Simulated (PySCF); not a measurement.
Be(SeH)2 (BeH2Se2), SMILES [SeH][Be][SeH]. Atoms are numbered in the order given.

```xyz
5

Be     0.0000     0.0000    -0.0071
Se    -2.0322     0.0306     0.0302
H     -2.0913    -1.0095    -1.0124
Se     2.0322    -0.0306     0.0302
H      2.0913     1.0095    -1.0124
```
Charge 0, spin multiplicity 1.

Coordinates come from a B3LYP-D3(BJ)/def2-TZVP optimisation. One conformer was computed; it need not be the lowest.

Calculation: M06-2X/def2-TZVPD in PySCF.

```json
{
 "total_energy": "-4819.18063 hartree",
 "point_group": "C2",
 "highest_occupied_level": "-8.53 eV",
 "lowest_empty_level": "-0.39 eV",
 "orbital_gap": "8.14 eV",
 "dipole_moment": "0.75 D",
 "quadrupole, principal values (traceless, Buckingham form, about the centre of nuclear charge)": "-6.68, 2.78, 3.90 D·Å",
 "mean_static_polarisability": "74.5 bohr³ (11.05 Å³)",
 "polarisability_principal_values": "63.1, 63.1, 97.4 bohr³"
}
```
